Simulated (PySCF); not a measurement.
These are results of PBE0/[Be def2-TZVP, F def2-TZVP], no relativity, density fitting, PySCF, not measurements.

```xyz
3
charge 0 multiplicity 1, angstrom
Be    0.0000    0.0000    0.0000
F     0.0000    0.0000    1.3783
F     0.0000    0.0000   -1.3783
```

BeF2 (singlet), along the line from Be1 (at 0) through F2 (at 1.378 Å).

Tabulate the fields along this line at -0.41, -0.28, -0.14, 0.07, 0.21, 0.34, 0.48, 0.62, 0.76, 0.90, 1.03, 1.17, 1.31, 1.52, 1.65, 1.79, 1.93, 2.07, 2.21 Å.


```
distance (Å)  electron density (e/Å³)  electron localisation function  electrostatic potential (V)
       -0.41                      1.2                          0.0804                         44.3
       -0.28                     4.83                           0.883                         84.9
       -0.14                     31.2                               1                          243
        0.07                     84.2                               1                          628
        0.21                       12                           0.994                          132
        0.34                     2.16                           0.329                         59.6
        0.48                    0.945                          0.0765                         34.3
        0.62                     1.24                           0.545                         23.6
        0.76                     2.24                           0.829                         23.2
        0.90                     4.26                           0.841                         38.4
        1.03                     7.86                           0.719                         90.4
        1.17                     14.3                           0.143                          260
        1.31                      304                           0.993                         1310
        1.52                     40.7                           0.293                          499
        1.65                     10.8                           0.546                          145
        1.79                     5.64                           0.847                         51.3
        1.93                     2.59                           0.866                         18.9
        2.07                     1.13                           0.833                         6.68
        2.21                    0.504                           0.759                         1.85
```

On a grid of 0.07 Å the density has a local minimum along the bond near 0.48 Å from Be, at 0.94 e/Å³, where the ELF is 0.08.
